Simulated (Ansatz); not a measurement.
CH₄AlFOSi (`[F][Al]1[CH2]O[SiH2]1`), relaxed with RKS PBE-D4/def2-SVP in the Gaussian-basis code of Ansatz from a rough embedded geometry. The force threshold is 0.03 eV/Å; the program also tests the step.

Charge 0, multiplicity 1.

Start:

```xyz
9

F    -2.766    1.102    0.984
Al   -1.191    0.497    0.388
C    -0.276   -0.438   -1.110
O     1.106   -0.647   -0.679
Si    0.989    0.191    0.873
H    -0.684   -1.473   -1.272
H    -0.287    0.097   -2.046
H     1.272   -0.780    1.955
H     1.837    1.450    0.907
```

Q: How much energy does the relaxation release, and in how many steps? (An estimate is asked.)

A: Computed: 88.56 kJ/mol, in 6 steps.

Q: Which bonds change most? (Estimate.)

A: Computed: Al2–Si5 from 2.255 to 2.431 Å; F1–Al2 from 1.789 to 1.680 Å; O4–Si5 from 1.767 to 1.719 Å; C3–H7 from 1.078 to 1.114 Å.

Q: Give the relaxed structure. (Best estimate.)

A: The calculation gave: 
```xyz
9

F    -2.815    1.036    0.770
Al   -1.274    0.492    0.383
C    -0.397   -0.463   -1.156
O     0.906   -0.494   -0.534
Si    1.060    0.237    1.014
H    -0.747   -1.497   -1.375
H    -0.353    0.080   -2.127
H     1.556   -0.757    2.036
H     2.062    1.365    0.990
```
